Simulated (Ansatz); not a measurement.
CH$_{2}$F$_{3}$OSi (`FC(F)(F)O[SiH2]`) radical. The species carries charge 0 and has multiplicity 2.

Cartesian coordinates in Å:
```
F -1.066 -0.339 1.313
C 0.204 0.050 1.127
F 0.280 1.329 1.510
F 0.973 -0.665 1.937
O 0.601 -0.114 -0.132
Si -0.227 0.297 -1.536
H -1.492 -0.483 -1.611
H 0.727 -0.074 -2.608
```

Problem. What are the harmonic wavenumbers in cm⁻¹ at PBE0-D4/def2-TZVP (Ansatz, finite differences of forces, unscaled)? (Estimate.)

Solution. Computed: 14, 110, 151, 402, 434, 533, 620, 632, 727, 772, 789, 910, 1021, 1196, 1240, 1316, 2197, 2247.
